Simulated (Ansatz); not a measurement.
A nudged elastic band was laid between two geometries of BFH3NO + H2S (10 atoms, charge 0, multiplicity 1).

Theory: RKS PBE/6-31G* (Ansatz).

```
movable images  : 7
climbing image  : yes
spring          : 5.0 eV/Å²
optimiser       : quadratic models (default)
start path      : through a guess of the saddle point
force threshold : 0.05 eV/Å
iteration limit : 60
end points      : relaxed
```

Image 0:

```xyz
10
Properties=species:S:1:pos:R:3
B 0.143 -0.537 0.220
N 0.256 -0.292 1.630
H -0.565 -0.274 2.233
H 1.086 -0.621 2.121
F 1.225 -1.006 -0.434
O -0.972 -0.266 -0.533
H -1.643 0.236 -0.024
S -1.661 2.607 1.137
H -1.181 3.013 -0.067
H -0.495 1.968 1.457
```

Image 8:

```xyz
10
Properties=species:S:1:pos:R:3
B -0.203 0.430 0.214
N 0.140 0.170 1.832
H -0.694 0.339 2.408
H 0.442 -0.806 1.974
F 1.006 0.165 -0.423
O -1.279 -0.480 0.019
H -1.611 -0.379 -0.893
S -0.599 2.329 0.030
H -1.896 2.256 0.432
H 0.885 0.803 2.147
```

Which bonds break or form, and what moves?

Bonds broken: S8–H10. Bonds formed: B1–S8, N2–H10. BFH3NO + H2S becomes BFH5NOS.

What energy profile does the band end with?

The run converged. The highest image is number 3 of 0 to 8, 1.00 eV above the first end and 1.08 eV above the last; the last end lies 0.08 eV below the first. A vibrational analysis at the climbing image gives one clearly imaginary mode, 945i cm⁻¹: a first-order saddle point. The orbitals stay closed-shell, which can raise the energy where a bond breaks towards radicals; this wasn't checked here.

```tsv
image	path coordinate (Å)	energy (eV)	S8–H10 (Å)	B1–S8 (Å)	N2–H10 (Å)
0	0.00	0.00	1.37	3.74	2.39
1	1.06	0.05	1.37	3.72	2.31
2	2.12	0.14	1.38	3.51	2.10
3	3.18	1.00	1.72	2.60	1.27
4	3.84	0.38	2.21	2.09	1.05
5	4.50	0.07	2.65	1.96	1.03
6	5.15	-0.04	2.78	1.95	1.03
7	5.81	-0.07	2.84	1.95	1.03
8	6.47	-0.08	3.00	1.95	1.03
```

What is the geometry of the highest image?


```xyz
10
Properties=species:S:1:pos:R:3
B -0.014 -0.054 0.179
N -0.050 0.046 1.734
H -0.819 -0.440 2.211
H 0.844 -0.211 2.172
F 1.213 -0.260 -0.322
O -1.103 -0.489 -0.533
H -1.952 -0.194 -0.158
S -0.201 2.528 0.425
H -1.561 2.599 0.397
H -0.166 1.302 1.634
```

What are the harmonic wavenumbers there?

945i, 111, 161, 190, 324, 348, 377, 437, 452, 491, 575, 801, 857, 894, 951, 1213, 1385, 1456, 1464, 1594, 2601, 3394, 3500, 3715 cm⁻¹.

Time of the run: 6.5 min on 2 threads of Arm Neoverse V2, with other jobs on the host, peak memory 0.13 GiB.
